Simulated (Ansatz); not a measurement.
Geometry optimisation, UKS LDA/def2-SVP (Ansatz).

Input file:

```yaml
crystal:
  periodic: [false, false, false]
  atoms:
    - { symbol: C, position_ang: [-0.42903, 1.1054, -0.2735] }
    - { symbol: O, position_ang: [-0.23874, -0.24379, -0.56511] }
    - { symbol: Si, position_ang: [0.48888, -1.43856, 0.22671] }
    - { symbol: S, position_ang: [1.40289, -1.36029, 1.98246] }
    - { symbol: H, position_ang: [0.53057, 1.61418, -0.16414] }
    - { symbol: H, position_ang: [-0.98574, 1.55212, -1.09798] }
    - { symbol: H, position_ang: [-0.99366, 1.22282, 0.65347] }
    - { symbol: H, position_ang: [0.22484, -2.45189, -0.76191] }
magnetization:
  spin_polarized: true
basis:
  gaussian: { orbitals: def2-SVP }
hamiltonian:
  xc: lda
relax:
  f_tol: 0.02
  max_steps: 40
```

Run as:

```bash
$ ansatz run input.yaml --threads 4 --pin off --max-ram 5120MiB --backend cpu --events-out ev --progress --plain --runs-dir out
```

Question: Where does it end, and by what steps?

Answer: It converged. After 7 steps the energy has fallen by 0.142 eV; H8 moved furthest, 0.20 Å.

```json
{"step": "0", "energy less start (eV)": "0.0000", "largest force component (eV/Å)": "1.720", "accepted": "yes"}
{"step": "1", "energy less start (eV)": "-0.1154", "largest force component (eV/Å)": "0.392", "accepted": "yes"}
{"step": "2", "energy less start (eV)": "-0.1310", "largest force component (eV/Å)": "0.219", "accepted": "yes"}
{"step": "3", "energy less start (eV)": "-0.1350", "largest force component (eV/Å)": "0.134", "accepted": "yes"}
{"step": "4", "energy less start (eV)": "-0.1400", "largest force component (eV/Å)": "0.098", "accepted": "yes"}
{"step": "5", "energy less start (eV)": "-0.1413", "largest force component (eV/Å)": "0.064", "accepted": "yes"}
{"step": "6", "energy less start (eV)": "-0.1420", "largest force component (eV/Å)": "0.020", "accepted": "yes"}
{"step": "7", "energy less start (eV)": "-0.1420", "largest force component (eV/Å)": "0.010", "accepted": "yes"}
```

```xyz
8
Properties=species:S:1:pos:R:3
C -0.421 1.098 -0.262
O -0.295 -0.240 -0.670
Si 0.460 -1.425 0.181
S 1.333 -1.229 1.912
H 0.573 1.582 -0.123
H -0.982 1.653 -1.042
H -0.970 1.184 0.703
H 0.301 -2.622 -0.699
```

Whether the end is a true minimum wasn't checked by a vibrational analysis.

The run took 11 s on 4 threads of Arm Neoverse N1 (shared host), peak memory 0.16 GiB.
